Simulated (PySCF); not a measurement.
**Fractional electron number in Au(2+) (gold, charge +2)**

The 5d beta orbital of [Xe] 4f14 5d9 is emptied in steps (occupation f), with all orbitals relaxed, ending at [Xe] 4f14 5d8. All numbers are calculated (PySCF 2.14, scalar relativity through the core potential, in def2-TZVPPD with the def2 core potential (60 electrons)). The exact energy is a straight line in f; departures are measured from the line between the end points of the same method.

```json
{"f": "1", "UHF (eV)": "0.000", "LDA (eV)": "0.000", "PBE (eV)": "0.000"}
{"f": "0.75", "UHF (eV)": "0.284", "LDA (eV)": "-1.196", "PBE (eV)": "-1.163"}
{"f": "0.5", "UHF (eV)": "0.367", "LDA (eV)": "-1.603", "PBE (eV)": "-1.556"}
{"f": "0.25", "UHF (eV)": "0.267", "LDA (eV)": "-1.208", "PBE (eV)": "-1.170"}
{"f": "0", "UHF (eV)": "0.000", "LDA (eV)": "0.000", "PBE (eV)": "0.000"}
```

For UHF, how does the orbital energy at f = 1 compare with the removal energy?

−ε = 32.467 eV against a total-energy difference of 30.900 eV. By Janak's theorem ε = ∂E/∂f, so the gap between them reflects the curvature. Along the path −ε is 31.620 (f = 0.75), 30.855 (f = 0.5), 30.156 (f = 0.25) eV.

```json
{"method": "UHF", "E(f=0) − E(f=1) (eV)": "30.900", "−ε at f=1 (eV)": "32.467", "−ε at f=0.5 (eV)": "30.855"}
{"method": "LDA", "E(f=0) − E(f=1) (eV)": "33.359", "−ε at f=1 (eV)": "27.021", "−ε at f=0.5 (eV)": "33.328"}
{"method": "PBE", "E(f=0) − E(f=1) (eV)": "32.908", "−ε at f=1 (eV)": "26.737", "−ε at f=0.5 (eV)": "32.890"}
```

Reference removal energy between the ground levels: 30 ± 1.6 eV (theoretical estimate listed by NIST; NIST Atomic Spectra Database, ionization energies). The calculation has no spin-orbit coupling. The determinant left behind need not be the lowest term of the ion. UHF lacks correlation.
